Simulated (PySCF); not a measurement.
Isomers of C2H6OSi. The calculation used PySCF, PBE0-D3(BJ)/def2-SVP geometry optimisation, gas phase. One conformer each; no zero-point energy, no entropy. No frequencies were run at this level. Point groups hold within 0.08 Å.

Question: Rank from lowest to highest electronic energy at this level (kcal/mol).
A. `[CH2:1]=[CH:2][O:3][SiH3:4]` with C1–C2–O3–Si4 -2°
B. `[CH2:1]=[CH:2][SiH2:3][OH:4]` with C1–C2–Si3–O4 9°, C2–Si3–O4–H 68°

Answer: B (0.0), A (10.3).

As drawn, the lower has an O–H bond and an Si–C bond, which the higher lacks.

| SMILES | E (Eh) | E rel (kcal/mol) | dipole (D) | point group | A, B, C (MHz) |
| --- | --- | --- | --- | --- | --- |
| C=C[SiH2]O | -444.04407 | 0.0 | 1.67 | – | 10796, 4198, 3167 |
| C=CO[SiH3] | -444.02765 | 10.3 | 0.54 | – | 15267, 3762, 3131 |

Q: How do the relative energies change in single points at PBE0/pcSseg-1 (no added dispersion term) on the same geometries?

A: 
| SMILES | PBE0-D3(BJ)/def2-SVP (kcal/mol) | PBE0/pcSseg-1 (kcal/mol) | shift |
| --- | --- | --- | --- |
| C=C[SiH2]O | 0.0 | 0.0 | 0.0 |
| C=CO[SiH3] | 10.3 | 12.1 | +1.8 |

Each column counts from its own lowest isomer. The order is unchanged; the largest shift is 1.8 kcal/mol.
